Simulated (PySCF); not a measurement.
**Correlation energy of Lu²⁺ (lutetium, charge +2)**

[Xe] 4f14 5d1, 2D determinant (an excited configuration). Computed with PySCF 2.14 in x2c-TZVPPall (11s7p7d2f2g, 99 functions), with scalar relativity by spin-free X2C-1e. Frozen: [Kr] 4d10; 23 electrons correlated.

MP2 pair energies summed by pair of shells (mhartree):

| pair | energy | share (%) |
| --- | --- | --- |
| 4f-4f | -306.92 | 42.5 |
| 4f-5p | -218.22 | 30.2 |
| 5p-5p | -102.41 | 14.2 |
| 4f-5s | -33.02 | 4.6 |
| 5p-5d | -20.89 | 2.9 |
| 5s-5p | -18.77 | 2.6 |
| 4f-5d | -13.33 | 1.8 |
| 5s-5s | -5.08 | 0.7 |
| 5s-5d | -3.01 | 0.4 |

Total MP2 correlation energy: -721.65 mhartree.

Same-spin part -277.74 and opposite-spin part -443.92 mhartree; SCS-MP2 scales them by 1/3 and 6/5 to -625.28 mhartree.
